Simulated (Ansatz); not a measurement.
`CB(C)S` + `N[SiH3]` → `CB(C)N[SiH3]` + H₂S at 298.15 K and 1 bar (ligand exchange at a B–S bond).

Computed with Ansatz on PBE0-D4/def2-TZVP structures; ΔE is electronic, products minus reactants. CCSD(T)/CBS is the MP2 limit (def2-TZVPP, def2-QZVPP) plus CCSD(T) − MP2 in def2-TZVPP, frozen cores. This one scheme is used for every species. Each species was taken in one conformer, which may not be the lowest.

```csv
species,CCSD(T)/CBS energy (Eh),H − E (kJ/mol),S (J/(mol·K))
`CB(C)S`,-502.93918,248.5,328.9
`N[SiH3]`,-346.80422,145.7,264.3
`CB(C)N[SiH3]`,-450.78486,339.5,374.3
H₂S,-398.97279,49.9,205.7
```

H − E and S are ideal-gas, rigid-rotor, harmonic terms from PBE0-D4/def2-TZVP, for one conformer and one mirror image of each species. 1 Eh = 2625.50 kJ/mol, R = 8.31446 J/(mol·K).

Question: By hand: ΔE, ΔH, ΔS and ΔG.

Answer: ΔE = (-450.78486) + (-398.97279) − (-502.93918) − (-346.80422) = -0.01425 Eh = -37.4 kJ/mol. Δ(H − E) = 339.5 + 49.9 − 248.5 − 145.7 = -4.8, so ΔH = -42.2 kJ/mol. ΔS = 374.3 + 205.7 − 328.9 − 264.3 = -13.2 J/(mol·K). ΔG = -42.2 − 298.15 × (-13.2)/1000 = -38.3 kJ/mol.

Question: By hand: the equilibrium constant, and the temperature at which ΔG would vanish if ΔH and ΔS stayed fixed.

Answer: log₁₀ K = −ΔG/(RT ln 10) = 6.7. ΔG = 0 at ΔH/ΔS = 3197 K, far beyond where these terms or the molecules hold.

The number of gas molecules stays the same, so ΔS is small and ΔH decides. A doubt of 5 kJ/mol in ΔE shifts log₁₀ K by 0.9 here. Other conformers and mirror images would add mixing entropy, several J/(mol·K) or more a flexible species. Modes under 60 cm⁻¹, often nearly free rotors, make the harmonic entropy too high. These are equilibria of isolated gas molecules and say nothing of rates. Largest T1 diagnostic: 0.012 (customary marks: 0.02 for closed shells, 0.045 for open ones).
